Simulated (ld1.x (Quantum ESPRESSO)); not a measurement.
## Configuration tests for Re (TM)

```
Element                 : Re
Generator               : ld1.x (Quantum ESPRESSO) 7.5
Type                    : norm-conserving Troullier–Martins (Kleinman–Bylander form)
Functional              : LDA (PZ)
Relativity              : scalar-relativistic
Frozen core             : [Xe] 4f14
Valence charge          : 7
Reference configuration : 5d5 6s2 6p0
Partial waves           : 6p (bound, empty): rc 3.45 bohr; 5d (bound): rc 1.60 bohr; 6s (bound): rc 2.45 bohr
Local potential         : the s channel
Core correction         : none
```

Energies are relative to the spin-unpolarised reference configuration 5d5 6s2 6p0; without spin polarisation the order of configurations can differ from experiment. Spin-polarised rows fill each open shell by Hund’s rule, majority spin first.

Task: Give the all-electron excitation energy and the error of the potential for: 5d5 6s1 6p0; 5d5 6s0 6p0; 5d4 6s0 6p0; 5d4 6s2 6p0; 5d3 6s0 6p0; 5d5 6s0 6p2; 5d5 6s1 6p1; 5d5 6s2 6p0 (spin-polarised); 5d5 6s1 6p0 (spin-polarised).

Result:

| valence configuration | charge | ΔE all-electron (eV) | error AE − PS (meV) |
| --- | --- | --- | --- |
| 5d5 6s1 6p0 | +1 | 9.516 | +0.8 |
| 5d5 6s0 6p0 | +2 | 26.196 | +18 |
| 5d4 6s0 6p0 | +3 | 53.640 | +18 |
| 5d4 6s2 6p0 | +1 | 10.188 | -29 |
| 5d3 6s0 6p0 | +4 | 93.323 | -46 |
| 5d5 6s0 6p2 | 0 | 10.049 | +6.4 |
| 5d5 6s1 6p1 | 0 | 4.866 | +0.9 |
| 5d5 6s2 6p0 (spin-polarised) | 0 | -3.112 | +3198 |
| 5d5 6s1 6p0 (spin-polarised) | +1 | 5.051 | +3934 |
